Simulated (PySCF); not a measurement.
Species: C₄H₃F₃O (charge +1 and doublet state).
Z-matrix (Å and degrees, GFN2-xTB geometry), rows numbered from 1:
```
F 
C   1  1.2979
C   2  1.3707  1  120.60
F   3  1.3162  2  119.09  1  -179.99
O   3  1.3110  2  123.49  1     0.04
C   5  1.3353  3  124.19  2   179.96
C   6  1.3625  5  118.56  3  -179.94
F   7  1.2943  6  119.94  5  -179.89
H   2  1.0864  1  116.31  3  -179.94
H   6  1.0882  5  119.95  3     0.12
H   7  1.0866  6  125.02  5    -0.00
```

The hyperfine couplings belong to this conformer and change with its torsions.

As a line formula: `F/C=C(/F)O[CH][CH+]F` [radical] (charge +1).

Method used: UKS B3LYP, pcH-1 on C F H O, non-relativistic, mean-field spin-orbit, GIAO (PySCF 2.14.0). Geometry: GFN2-xTB, one conformer, isolated ion. The geometry wasn't refined by DFT: couplings that depend on bond lengths, twists or pyramidal angles can differ widely from those at the functional's own minimum, by a factor of two or more for some ions and for spin on atoms past the first row. Stability of the SCF solution: not tested.

Problem. Give the isotropic g value and a_iso(19F) at F1.

Solution. g_iso = 2.00510 and a = +88.70 MHz, or +3.161 mT (Mulliken spin population +0.07).

Problem. For one electron spin and this one nucleus (I = 1/2, g_N = 5.2577), compare first-order, second-order and exact resonance fields at 9.347 GHz.

Solution. B0 = hν/(g μB) = 333.062 mT and a/B0 = 0.0095. B(1) = B0 − a·mI, B(2) = B(1) − a²[I(I+1) − mI²]/(2B0); the exact values solve the Breit–Rabi equation, nuclear Zeeman term included.

| mI | first order (mT) | second order (mT) | exact (mT) | exact − first order |
| --- | --- | --- | --- | --- |
| −1/2 | 334.642 | 334.635 | 334.635 | -0.007 |
| +1/2 | 331.482 | 331.474 | 331.474 | -0.008 |

Problem. What g and a would be read from the two outer exact lines by first-order rules?

Solution. Their midpoint, 333.054 mT, gives an apparent g of 2.00514 (true 2.00510), and their distance over 2I an apparent |a| of 3.161 mT (true 3.161).

Other couplings of abundant isotopes, left aside here: 1 × 19F 67 MHz, 1 × 1H 33 MHz, 1 × 1H 21 MHz, 1 × 19F 8 MHz, 1 × 1H 5 MHz.

Time: 44 s wall (with the writing of density and orbital grids); peak memory 0.78 GiB. Hardware: Arm Neoverse V1, one thread, on a shared host.
